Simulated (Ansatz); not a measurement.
Species: H$_{3}$BNO, charge 0, doublet. H3BNO (SMILES N[B]O, doublet).
B3LYP-D3(BJ)/def2-TZVP minimum from Ansatz (an electronic-structure program):
```
B
O 1 1.3520
H 2 0.9694 1 116.63
N 1 1.3958 2 128.36 3 0.00
H 4 1.0044 1 122.29 2 -180.00
H 4 1.0128 5 113.56 1 -180.00
```
Charge 0, spin multiplicity 2.

Total energies in cc-pVDZ, 17 correlated electrons, 3 frozen orbitals. UHF or UKS for unpaired electrons; spin-orbit terms are left out. Correlated methods leave the cores frozen. No relativity.

```
method    program  energy (Eh)  minus CCSDT(Q) (mEh)
--------  -------  -----------  --------------------
HF         Ansatz   -155.78477                454.38
MP2        Ansatz   -156.20497                 34.18
CCSD       Ansatz   -156.22642                 12.73
CCSD(T)    Ansatz   -156.23740                  1.75
CCSDT(Q)   Ansatz   -156.23915                  0.00
```

Rough core times of Ansatz's runs on a shared machine: CCSD(T) under 20 s, CCSDT(Q) 4 min.
